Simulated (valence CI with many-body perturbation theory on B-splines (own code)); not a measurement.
E1 transitions of Fe XXII

Calculated by relativistic CI+MBPT: three valence electrons over a frozen Dirac-Fock core [He], radial functions for each j: 11 s, 11 p, 10 d, 8 f, 5 g, 2 h, with the one-electron correlation potential Σ1 (screened to all orders), the two-electron term Σ2, the three-electron term Σ3, Breit, model QED; selected single and double excitations, second order for the rest, scaled by the run's own slope (own B-spline code, finite nucleus).

No measured levels were compared; by estimate levels of excited configurations hold to 0.05 to 0.15 % of their energy, terms of the ground configuration to about 0.5 %.

Lines 151 to 200 of 584 in falling wavelength, among levels below 11990 × 10³ cm⁻¹, chosen from the strongest by gf and those to the six lowest levels. Wavelengths and rates use the calculated energies, so an error of 700 cm⁻¹ moves a line at 131.1 Å by 0.092 % and its rate by three times that or more. Electric multipoles are in the length gauge, E1 and E2 with the static RPA response of the core. Weak lines are less certain than strong ones. Lines between different terms over intervals too small for the method are left out, as are lines whose strength nearly cancels. Where a level lies close to another of its J and parity, the split of strength between their lines is uncertain. The highest levels of a list are the least certain.

Names give the largest LS component (configuration and term), which can be under half, so a name can repeat, a term be missing and a line seem to break the LS rules; names also repeat where a configuration has a term twice. Letters in brackets count levels of one name in rising energy.

```csv
λ vac (Å),Upper,Lower,A (s⁻¹),S (a.u.) with core polarisation,S without
131.1,2s.2p.3d 2D°_3/2 [b],2s2.3d 2D_3/2,1.97e+10,8.74e-02,8.77e-02
130.8,2s.2p.4p 2S_1/2 [b],2s2.4p 2P°_3/2,2.59e+10,5.73e-02,5.75e-02
130.5,2s.2p.3d 2D°_5/2 [b],2s2.3d 2D_5/2,2.12e+10,1.40e-01,1.40e-01
130.5,2s.2p.4d 2P°_3/2 [b],2s2.4d 2D_5/2,2.37e+10,1.04e-01,1.04e-01
130.5,2s.2p.4d 2P°_1/2 [b],2s2.4d 2D_3/2,2.62e+10,5.74e-02,5.76e-02
130.0,2s.2p.3p 2P_3/2 [b],2s2.3p 2P°_3/2,2.02e+10,8.76e-02,8.80e-02
129.5,2s.2p.3s 2P°_3/2 [b],2s2.3s 2S_1/2,1.86e+10,7.96e-02,7.99e-02
129.5,2s.2p.3p 2D_3/2 [b],2s2.3p 2P°_1/2,1.72e+10,7.36e-02,7.39e-02
126.6,2s.2p.3d 2P°_3/2 [b],2s2.3d 2D_5/2,2.19e+10,8.78e-02,8.81e-02
125.7,2p3 4S°_3/2,2s.2p2 4P_3/2,1.45e+10,5.69e-02,5.72e-02
120.0,2p3 2P°_1/2,2s.2p2 2D_3/2,2.76e+10,4.70e-02,4.72e-02
117.5,2p3 4S°_3/2,2s.2p2 4P_1/2,9.99e+09,3.20e-02,3.21e-02
117.1,2s.2p2 2P_1/2,2s2.2p 2P°_1/2,3.80e+10,6.02e-02,6.05e-02
116.2,2s.2p2 2S_1/2,2s2.2p 2P°_3/2,3.35e+10,5.19e-02,5.21e-02
114.4,2s.2p2 2P_3/2,2s2.2p 2P°_3/2,4.39e+10,1.29e-01,1.30e-01
112.2,2p3 2P°_3/2,2s.2p2 2D_3/2,4.72e+09,1.32e-02,1.32e-02
109.5,2p3 2D°_5/2,2s.2p2 4P_5/2,1.95e+09,7.56e-03,7.59e-03
100.7,2s.2p2 2P_3/2,2s2.2p 2P°_1/2,6.12e+09,1.23e-02,1.24e-02
42.10,2s.2p.4f 2G_9/2 [b],2p2.3p 2F°_7/2,6.80e+10,2.50e-02,2.50e-02
40.02,2s.2p.4f 4G_9/2,2s.2p.3d 2F°_7/2 [a],1.42e+11,4.51e-02,4.51e-02
39.67,2s.2p.4f 2D_5/2 [a],2s.2p.3d 2P°_3/2 [a],3.62e+11,6.69e-02,6.69e-02
39.61,2s.2p.4f 4F_7/2 [a],2s.2p.3d 2F°_5/2 [a],1.41e+11,3.46e-02,3.47e-02
39.18,2s.2p.4f 4G_7/2,2s.2p.3d 2F°_5/2 [a],6.74e+10,1.60e-02,1.60e-02
39.07,2s.2p.4f 2G_7/2 [a],2s.2p.3d 2F°_5/2 [a],3.07e+11,7.23e-02,7.23e-02
38.81,2s.2p.4f 4D_3/2,2s.2p.3d 2P°_1/2 [a],1.79e+11,2.07e-02,2.07e-02
38.68,2s.2p.4f 2D_3/2 [a],2s.2p.3d 2P°_1/2 [a],1.98e+12,2.26e-01,2.26e-01
38.63,2s.2p.4p 2D_5/2 [b],2s.2p.3d 2F°_7/2 [b],9.76e+10,1.67e-02,1.67e-02
38.57,2s.2p.4f 2F_7/2 [a],2s.2p.3d 2F°_7/2 [a],3.74e+11,8.47e-02,8.47e-02
38.53,2s.2p.4f 2G_7/2 [a],2s.2p.3d 4D°_5/2,1.98e+11,4.48e-02,4.48e-02
38.51,2s.2p.4f 2G_9/2 [a],2s.2p.3d 2F°_7/2 [a],2.90e+12,8.18e-01,8.18e-01
38.48,2s.2p.4f 4F_7/2 [a],2s.2p.3d 2D°_5/2 [a],1.27e+11,2.87e-02,2.87e-02
38.47,2s.2p.4f 4G_9/2,2s.2p.3d 4D°_7/2,2.48e+11,6.97e-02,6.97e-02
38.35,2s.2p.4f 4F_5/2 [b],2s.2p.3d 2P°_3/2 [a],3.79e+11,6.34e-02,6.34e-02
38.31,2s.2p.4f 4G_5/2,2s.2p.3d 2D°_3/2 [a],3.37e+11,5.60e-02,5.61e-02
38.25,2s.2p.4f 4D_5/2,2s.2p.3d 2P°_3/2 [a],1.64e+12,2.71e-01,2.71e-01
38.24,2s.2p.4p 4D_7/2,2s.2p.3d 4F°_9/2,8.31e+10,1.83e-02,1.83e-02
38.17,2s.2p.4f 2D_3/2 [a],2s.2p.3d 2P°_3/2 [a],7.07e+11,7.76e-02,7.77e-02
38.10,2s.2p.4f 2D_5/2 [b],2p2.3p 4D°_3/2,3.06e+11,5.01e-02,5.01e-02
38.08,2s.2p.4f 4G_7/2,2s.2p.3d 2D°_5/2 [a],5.65e+11,1.23e-01,1.23e-01
38.07,2s.2p.4f 4F_5/2 [a],2s.2p.3d 2D°_5/2 [a],1.25e+11,2.03e-02,2.04e-02
38.06,2s.2p.4s 2P°_3/2 [a],2s.2p.3p 2D_5/2 [a],2.51e+11,2.74e-02,2.73e-02
37.97,2s.2p.4f 2G_7/2 [a],2s.2p.3d 2D°_5/2 [a],1.74e+12,3.76e-01,3.76e-01
37.86,2s.2p.4f 4F_5/2 [a],2s.2p.3d 2D°_3/2 [a],1.83e+11,2.94e-02,2.94e-02
37.84,2s.2p.4f 4F_7/2 [b],2s.2p.3d 2F°_5/2 [a],1.81e+11,3.88e-02,3.88e-02
37.79,2s.2p.4f 2D_3/2 [b],2s.2p.3d 2P°_3/2 [b],4.19e+11,4.46e-02,4.47e-02
37.79,2s.2p.4f 2D_5/2 [a],2s.2p.3d 2D°_3/2 [a],1.70e+12,2.72e-01,2.72e-01
37.79,2s.2p.4f 4G_5/2,2s.2p.3d 4D°_3/2,1.98e+11,3.16e-02,3.16e-02
37.78,2s.2p.4s 4P°_1/2,2s.2p.3p 2P_3/2 [a],3.20e+11,1.70e-02,1.70e-02
37.78,2s.2p.4f 2F_7/2 [a],2s.2p.3d 2F°_5/2 [a],2.04e+12,4.35e-01,4.35e-01
37.77,2s.2p.4f 2D_5/2 [b],2s.2p.3d 2P°_3/2 [b],2.41e+12,3.85e-01,3.85e-01
```
